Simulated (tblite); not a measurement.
Compound: C₃H₁₀F₂OSi₂.
Numbering: `[CH3:1][CH2:2][O:3][Si:4]([F:5])([F:6])[CH2:7][SiH3:8]` (hydrogens: H9, H10, H11 on C1; H12, H13 on C2; H14, H15 on C7; H16, H17, H18 on Si8)

Computed geometry: GFN2-xTB, gas phase.

What internal coordinates does the optimisation give?

```csv
bond,length (Å)
C1–C2,1.518
C2–O3,1.415
O3–Si4,1.598
"Si4–F5, Si4–F6",1.606
Si4–C7,1.867
C7–Si8,1.903
"C1–H9, C1–H10, C1–H11",1.086
"C2–H12, C2–H13",1.095
"C7–H14, C7–H15",1.088
"Si8–H16, Si8–H17, Si8–H18",1.464
```

Bonds in one row agree within 0.01 Å and their mean is given. A selection of angles:
```csv
angle,degrees
C1–C2–O3,109.2
C2–O3–Si4,131.2
O3–Si4–F5,111.1
O3–Si4–C7,109.5
F5–Si4–F6,99.1
F5–Si4–C7,112.8
Si4–C7–Si8,112.2
```

Dihedral angles: C1–C2–O3–Si4 180° (antiperiplanar); C2–O3–Si4–F5 55° (synclinal); O3–Si4–C7–Si8 180° (antiperiplanar).

The C–Si distances run from 1.867 Å (Si4–C7, drawn single) to 1.903 Å (C7–Si8, drawn single), a spread of 0.036 Å. Si4 (fluorine-bound silicon) is distorted tetrahedral (angles from 99.1° to 112.8°). Si8 (SiH3 silicon) is tetrahedral (angles from 107.2° to 110.4°).

Point group: Cs (tolerance 0.08 Å). Its GFN2-xTB frequencies are all real (lowest 17 cm⁻¹). The numbers are those of one conformer. 3 starts were optimised and ended at 0.00, 0.50 and 0.97 kcal/mol (GFN2-xTB); the lowest of these is shown.
